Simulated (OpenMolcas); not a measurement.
## Nb3+ in a point-charge field

Nb3+ among 6 point charges of -1.2 e arranged as an octahedron (Oh), 2.18 Å from the ion.

```json
{"Program": "OpenMolcas 26.06", "Method": "CASSCF", "Basis": "ANO-RCC-VDZP [6s5p3d1f]", "Scalar Hamiltonian": "DKH2, point nucleus", "Active space": "2 electrons in 5 orbitals (4d)", "State averaging": "2S+1 = 3 even, 10 roots; 2S+1 = 1 even, 15 roots", "Spin-orbit coupling": "RASSI with atomic mean-field integrals over the reference wave functions"}
```

The lowest spin-free states (labels of O, the rotations of Oh), above the lowest:

| State | Degeneracy | E (cm-1) | Free-ion L (%) |
| --- | --- | --- | --- |
| 3T1 | 3 | 0.0 | F (97) |
| 3T2 | 3 | 6598 | F (100) |
| 1T2 | 3 | 10650 | D (73) |
| 1E | 2 | 11035 | D (59) |
| 3A2 | 1 | 14289 | F (100) |
| 3T1 | 3 | 16937 | P (97) |
| 1T2 | 3 | 19416 | G (73) |
| 1A1 | 1 | 20220 | G (87) |
| 1T1 | 3 | 21596 | G (100) |
| 1E | 2 | 27196 | G (59) |
| 1A1 | 1 | 45457 | S (87) |

The lowest levels with spin-orbit coupling:

```tsv
E (cm-1)	Degeneracy	Label	2S+1
0.0	2	E	3
106.0	3	T2	3
1031	3	T1	3
1523	1	A1	3
6902	3	T2	3
6942	1	A2	3
7456	3	T1	3
7534	2	E	3
11391	3	T2	1
11613	2	E	1
14980	3	T2	3
16890	1	A1	3
17298	3	T1	3
17902	3	T2	3
17971	2	E	3
20225	3	T2	1
20941	1	A1	1
22274	3	T1	1
27921	2	E	1
46188	1	A1	1
```

Powder χT (cm3 K/mol): 0.00187 at 2 K, 0.00935 at 10 K, 0.0509 at 50 K, 0.112 at 100 K, 0.225 at 200 K, 0.334 at 300 K. The effective moment at 300 K is 2.828 √(χT) = 1.63 μB.

The lowest level has 2S+1 = 3, for which the spin-only value is χT = S(S+1) / 2 = 1.000 cm3 K/mol (g = 2). The computed 0.334 at 300 K differs by -0.666, through orbital momentum, spin-orbit coupling and any other state in reach. With a threefold ground state the orbital momentum is unquenched, so the spin-only value is not expected to hold.

A least-squares ligand-field fit to the states below 45000 cm-1, each weighted by its degeneracy and with a free common offset, gives 10Dq = 7858 cm-1, B = 747 cm-1 and C = 2968 cm-1 (C/B = 3.97), with an rms deviation of 135 cm-1.

An orbital triplet at a regular site is open to Jahn-Teller coupling, which can distort the site and quench the lowest spin-orbit gaps and is left out. Without dynamic correlation the repulsion within the d shell is too large (B by tens of per cent), so at a given field states of lower spin stand too high. This field is weak: 10Dq is about 7858 cm-1, while octahedral complexes of 4d ions of charge 3 and more, computed by the same method with explicit ligands, had a median near 25000 cm-1. Ground spin and moment need not be those of a real site. This is an electrostatic model: the charges have no orbitals. No measured value stands beside these numbers.
